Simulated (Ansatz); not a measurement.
Wavefunction ladder for CH₄BrFSi, SMILES `F[SiH2]CBr`

```tsv
atom	x (Å)	y (Å)	z (Å)
F1	-1.005	-0.628	1.668
Si2	-0.571	-0.727	0.135
C3	0.438	0.778	-0.313
Br4	2.094	0.798	0.706
H5	0.223	-1.960	-0.056
H6	-1.809	-0.745	-0.684
H7	-0.083	1.709	-0.090
H8	0.714	0.776	-1.368
```

Charge 0, multiplicity 1. Correlated methods include outer-core shells of Br, which these sets cover unevenly. Scalar relativity is left out up to krypton. Geometry: relaxed with PBE0-D4/def2-TZVP. It is one conformer, not always the lowest. Frozen core, restricted reference, Ansatz 0.2.0.

```csv
basis,HF (Eh),MP2 corr.,CCSD corr.,(T),CCSD(T) total
def2-SVP,-3000.52566,-0.65469,?,-0.01506,?
def2-TZVPP,?,?,-0.85265,?,?
def2-QZVPP,-3001.19227,-1.18512,–,–,–
```

Question: Fill in the withheld values. (Best estimate.)

Answer: The calculation gave: def2-SVP CCSD corr.: -0.68672; def2-SVP CCSD(T) total: -3001.22744; def2-TZVPP HF (Eh): -3001.12678; def2-TZVPP MP2 corr.: -0.82218; def2-TZVPP (T): -0.02859; def2-TZVPP CCSD(T) total: -3002.00802.
